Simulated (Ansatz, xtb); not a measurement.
# NO2Si: which of two isomers lies lower

Structure I: `O=[Si]1[N]O1`, a doublet. Structure II: `[N]1O[Si]O1`, a doublet. Both are isolated molecules in the gas phase, relaxed with PBE0-D3(BJ)/def2-SVP.

**Question.** Estimate which is lower in electronic energy at CCSD(T)/def2-SVP + ΔMP2/def2-TZVPP, and by roughly how much.

**Answer.** Not settled: CCSD(T)/def2-SVP + ΔMP2/def2-TZVPP gives E(II) − E(I) = +0.219 eV, but this leans on the basis-set step: CCSD(T) alone gives −0.159 eV.

The same difference at several levels:

| level | geometry | E(II) − E(I) (eV) | departure from the last row (eV) | job, with rough time for the two |
| --- | --- | --- | --- | --- |
| GFN2-xTB | GFN2-xTB | +1.166 | +0.947 | optimisation, 0.38 s |
| HF/STO-3G | GFN2-xTB | −3.550 | −3.769 | single point, 1.6 s |
| r2SCAN-D4/def2-SVP | GFN2-xTB | −0.301 | −0.520 | single point, 9 s |
| PBE0-D3(BJ)/def2-SVP | PBE0-D3(BJ)/def2-SVP | −0.409 | −0.628 | optimisation, 64 s |
| HF/def2-SVP | PBE0-D3(BJ)/def2-SVP | −0.458 | −0.677 | part of the CCSD(T) run |
| MP2/def2-SVP | PBE0-D3(BJ)/def2-SVP | +0.261 | +0.041 | part of the CCSD(T) run |
| CCSD(T)/def2-SVP | PBE0-D3(BJ)/def2-SVP | −0.159 | −0.378 | single point |
| CCSD(T)/def2-SVP + ΔMP2/def2-TZVPP | PBE0-D3(BJ)/def2-SVP | +0.219 |  | single point, 39 s |

As drawn, II has 1 N–O, 1 O–Si in place of 1 O=Si, 1 N–Si. Structure I has a 3-membered ring, II a 4-membered ring.

HF/STO-3G, r2SCAN-D4/def2-SVP, PBE0-D3(BJ)/def2-SVP, HF/def2-SVP, CCSD(T)/def2-SVP put the two in the other order. The largest departure from CCSD(T)/def2-SVP + ΔMP2/def2-TZVPP is that of HF/STO-3G, 3.769 eV. The last row adds to CCSD(T) the change of the MP2 difference between the two basis sets, here +0.378 eV, a large step that makes the value less sure.

With harmonic frequencies from PBE0-D3(BJ)/def2-SVP (ideal gas, rigid rotor, one conformer each, 1000 K, 1 atm): the zero-point term adds +0.012 eV; ΔH is +0.217 and ΔG +0.351 eV.

Open shells are spin-unrestricted, with notable spin contamination under HF/STO-3G. The correlated steps freeze 8 core orbitals. Run with Ansatz 0.2.0, xtb 6.7.1; the last row on 1 thread of AMD EPYC (Zen 3) on a shared host.
